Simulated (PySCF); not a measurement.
Si(F)(H)2(NHMe) (CH6FNSi), SMILES N(C)[SiH2]F. Coordinates come from a PBE0-D3(BJ)/def2-SVP optimisation. The values are those of a single conformer.

**Question.** Give the equilibrium geometry at PBE0-D3(BJ)/def2-SVP (PySCF confirms it by a frequency run) as bond lengths and angles. (The exact figures need the calculation; the answer reports its results.)

**Answer.** This is not unique; one that fits is 
Atoms: Si1 F2 N3 C4 H5 H6 H7 H8 H9 H10. Bonded distances (Å): Si1–F2 1.632, Si1–N3 1.707, Si1–H5 1.487, Si1–H6 1.486, N3–C4 1.445, N3–H7 1.014, C4–H8 1.103, C4–H9 1.105, C4–H10 1.101. Bond angles (°): F2–Si1–N3 114.4, F2–Si1–H5 105.5, F2–Si1–H6 106.1, N3–Si1–H5 108.5, N3–Si1–H6 107.9, H5–Si1–H6 114.5, Si1–N3–C4 126.0, Si1–N3–H7 118.0, C4–N3–H7 114.2, N3–C4–H8 111.6, N3–C4–H9 113.5, N3–C4–H10 109.7, H8–C4–H9 107.8, H8–C4–H10 106.9, H9–C4–H10 107.1.
